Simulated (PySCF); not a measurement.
**Energy of Mg⁺ (magnesium, charge +1) between two integer charges**

The 3s alpha orbital of [Ne] 3s1 is emptied in steps (occupation f), with all orbitals relaxed, ending at [Ne]. All numbers are calculated (PySCF 2.14, the spin-free X2C one-electron Hamiltonian (Gaussian nucleus), in jorge-DZP-DKH (7s4p1d, 24 functions)). The exact energy is a straight line in f; departures are measured from the line between the end points of the same method.

Among UHF, LDA, PBE, PBE0, LC-wPBE, BHandHLYP, BLYP, which shows the largest delocalisation error (convex curve), and which is closest to linear?

Most convex: BLYP (-0.881 eV at f = 0.5); closest to linear: UHF (0.003 eV).

```json
{"f": "1", "UHF (eV)": "0.000", "LDA (eV)": "0.000", "PBE (eV)": "0.000", "PBE0 (eV)": "0.000", "LC-wPBE (eV)": "0.000", "BHandHLYP (eV)": "0.000", "BLYP (eV)": "0.000"}
{"f": "0.9", "UHF (eV)": "0.001", "LDA (eV)": "-0.296", "PBE (eV)": "-0.305", "PBE0 (eV)": "-0.225", "LC-wPBE (eV)": "-0.013", "BHandHLYP (eV)": "-0.165", "BLYP (eV)": "-0.320"}
{"f": "0.7", "UHF (eV)": "0.003", "LDA (eV)": "-0.680", "PBE (eV)": "-0.710", "PBE0 (eV)": "-0.520", "LC-wPBE (eV)": "-0.030", "BHandHLYP (eV)": "-0.385", "BLYP (eV)": "-0.744"}
{"f": "0.5", "UHF (eV)": "0.003", "LDA (eV)": "-0.788", "PBE (eV)": "-0.840", "PBE0 (eV)": "-0.614", "LC-wPBE (eV)": "-0.040", "BHandHLYP (eV)": "-0.460", "BLYP (eV)": "-0.881"}
{"f": "0.3", "UHF (eV)": "0.003", "LDA (eV)": "-0.634", "PBE (eV)": "-0.700", "PBE0 (eV)": "-0.511", "LC-wPBE (eV)": "-0.040", "BHandHLYP (eV)": "-0.389", "BLYP (eV)": "-0.734"}
{"f": "0.1", "UHF (eV)": "0.001", "LDA (eV)": "-0.248", "PBE (eV)": "-0.291", "PBE0 (eV)": "-0.212", "LC-wPBE (eV)": "-0.020", "BHandHLYP (eV)": "-0.171", "BLYP (eV)": "-0.312"}
{"f": "0", "UHF (eV)": "0.000", "LDA (eV)": "0.000", "PBE (eV)": "0.000", "PBE0 (eV)": "0.000", "LC-wPBE (eV)": "0.000", "BHandHLYP (eV)": "0.000", "BLYP (eV)": "0.000"}
```

| method | E(f=0) − E(f=1) (eV) | −ε at f=1 (eV) | −ε at f=0.5 (eV) |
| --- | --- | --- | --- |
| UHF | 14.718 | 14.732 | 14.718 |
| LDA | 15.329 | 12.014 | 15.459 |
| PBE | 15.320 | 11.921 | 15.347 |
| PBE0 | 15.220 | 12.717 | 15.248 |
| LC-wPBE | 15.146 | 14.999 | 15.119 |
| BHandHLYP | 15.284 | 13.448 | 15.277 |
| BLYP | 15.418 | 11.857 | 15.449 |

Reference removal energy between the ground levels: 15.035 eV (measured; NIST Atomic Spectra Database, ionization energies). UHF lacks correlation.
